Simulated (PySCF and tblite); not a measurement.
Values are calculated unless marked as measured or tabulated.
System: C₆H₈Si, numbered as in [CH:1]1=[CH:2][CH:3]=[CH:4][SiH2:5][CH:6]=[CH:7]1.

Geometries: GFN2-xTB; energies: B3LYP/pcSseg-1 + D3(BJ); zero-point and thermal terms from GFN2-xTB harmonic modes (soft modes blended into free rotors). Rate constants are transition-state-theory values, counting equivalent paths, without tunnelling. Run with tblite and PySCF.

The barrier is low, and the GFN2-xTB saddle may lie off the DFT one, so take it as rough.

Estimate the barrier and the room-temperature rate of the inversion of the 7-membered ring (1–2–3–4–5–6–7).

The electronic barrier is 1.5 kcal/mol and ΔG‡(298 K) 2.2 kcal/mol, over a C2v saddle with an imaginary mode of 69i cm⁻¹ (GFN2-xTB). With 1 equivalent path, k is 1.6×10¹¹ s⁻¹, a mean lifetime of the start of 6.2 ps against this motion.
